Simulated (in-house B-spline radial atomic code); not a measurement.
Values are calculated unless marked as measured or tabulated.
**Extrapolating the RPA correlation energy in partial waves: Nb5+**

All-electron RPA on PBE orbitals from an all-electron radial atomic-structure program (B-spline basis), scalar-relativistic (spin-free one-electron X2C), finite nucleus, configuration [Ar] 3d10 4s2 4p6. With empty states up to angular momentum L the sums are:

```json
{"L": "4", "E_c(L) (hartree)": "-2.416425"}
{"L": "5", "E_c(L) (hartree)": "-2.572660"}
{"L": "6", "E_c(L) (hartree)": "-2.648423"}
```

For large l each further wave adds A/(l + 1/2)⁴, because the basis must build the cusp where two electrons meet.

Estimate the limit from L = 5 and L = 6.

Wave 6 adds -0.075763, against a sum of (l + 1/2)⁻⁴ of 5.60204e-04, so A = -135.24. The sum over l > 6 is ζ(4, 7.5) = 9.6207e-04, close to 1/(3 × 7³) = 9.7182e-04. The tail is -0.130112 and the limit -2.77854 hartree.

How good is the estimate?

A run to L = 11 sums to -2.73699 and extrapolates to -2.75520 hartree, 1.32 millihartree from the run before, so it has not settled and is itself too deep. The estimate differs from that by -23.34 millihartree, while the bare sum at L = 6 misses 106.8 millihartree (3.9 %).
